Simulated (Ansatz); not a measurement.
Frontier orbitals of BH₇N₂Si (`NB[SiH2]N`).

```xyz
11

N    -2.128   -0.009   -0.205
B    -0.936    0.643    0.079
Si    0.731   -0.420    0.503
N     2.143   -0.066   -0.445
H    -2.988    0.470   -0.416
H    -2.220   -1.012   -0.209
H    -0.949    1.844    0.048
H     1.138   -0.194    1.922
H     0.431   -1.879    0.346
H     2.075   -0.106   -1.450
H     2.702    0.728   -0.172
```

The species carries charge 0 and has multiplicity 1. The structure was optimised at the PBE0-D4/def2-TZVP level. It is one conformer, not always the lowest. Basis def2-TZVPP, Ansatz.

Orbital energies of one run (eV). Highest occupied ones, from the top: -5.58, -7.28, -7.68, -8.08, -9.28, -9.69, -12.14, -12.60, -13.27, -13.85, -21.83, -22.92, -95.59, -95.64. Empty: -1.21, 0.55, 1.09, 1.96, 2.13, 2.41.

(1) Which functional gave them?
A. r2SCAN0
B. ωB97X-V
C. CAM-B3LYP
D. r2SCAN

Answers

(1) D. HOMO energies: r2SCAN -5.58, r2SCAN0 -6.81, ωB97X-V -9.01, CAM-B3LYP -8.02 eV.
